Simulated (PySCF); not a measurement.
**Worked example: oscillator strength and radiative lifetime**

Al(H)(SH)2 (AlH3S2), SMILES [SH][AlH][SH].

Geometry: B3LYP-D3(BJ)/def2-TZVP. Other conformers were not sampled.

TDDFT-M06-2X/def2-SVPD (PySCF) puts the first singlet state with f over 0.02 at 5.77 eV (vertical), with the transition dipole (0.000, -0.849, 0.000) in atomic units.

**Question.** Find the oscillator strength, the wavelength and the radiative lifetime that this transition would have in vacuum if emission retraced absorption.

**Answer.** 
|μ|² = 0.7208 au, so |μ| = 2.16 D. ΔE = 5.77/27.211 = 0.2120 hartree. f = (2/3) ΔE |μ|² = 0.102 (the program prints 0.102).
λ = 1239.84/5.77 = 215 nm; ν = 46538 cm⁻¹.
Einstein's coefficient A = 0.6670 ν² f s⁻¹ (ν in cm⁻¹) = 1.5e8 s⁻¹, so τ = 1/A = 6.8 ns. This state is S1. The figure is the radiative limit of this one transition; relaxation, internal conversion, crossing to triplets and a medium change what is measured.
